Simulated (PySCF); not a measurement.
Geometry (Å), atoms numbered from 1 in this order:
```xyz
7

C     2.6792   -0.0028   -0.2347
C     1.4602    0.1871   -0.0938
C     0.1027    0.4368    0.0703
F    -0.3062    1.7454    0.3540
C    -0.9131   -0.4372   -0.0087
F    -2.2440   -0.1623    0.1573
F    -0.7755   -1.7619   -0.2715
```

Total charge -1.

Geometry: GFN2-xTB; GIAO shifts from PySCF 2.14.0 with density-fitted response routines, gas phase, non-relativistic, averaged over equivalent atoms.

At BLYP/def2-SVP (98 basis functions, 7.6 s wall time on 1 thread of an Arm Neoverse V2, shared host):
| atoms | δ (ppm) |
| --- | --- |
| C1 | 221.4 |
| C5 | 170.7 |
| C3 | 112.1 |
| C2 | 88.4 |
| F6 | -115.4 |
| F4 | -128.8 |
| F7 | -130.9 |

References, each an isolated molecule treated in the same way: TMS for ¹³C (σref 188.50); CFCl3 for ¹⁹F (σref 182.16).

Question: What do these become at PBE0/pcSseg-1?

Answer: 
```csv
atoms,δ at PBE0/pcSseg-1,change
C1,252.1,+30.7
C5,183.0,+12.3
C3,123.5,+11.4
C2,94.7,+6.3
F6,-123.2,-7.8
F4,-144.2,-15.4
F7,-142.5,-11.6
```

Referencing at the same level of theory: TMS for ¹³C (σ = 186.93 ppm); CFCl3 for ¹⁹F (σ = 170.95 ppm).

The largest change is at C1 (carbanion centre). Cost: 119 basis functions, 8.2 s wall time on 1 thread of an Arm Neoverse V2, shared host. The order of the carbon signals is the same at both levels.

Unscaled 19F shifts against computed CFCl3 carry errors that often reach 10 to 50 ppm.
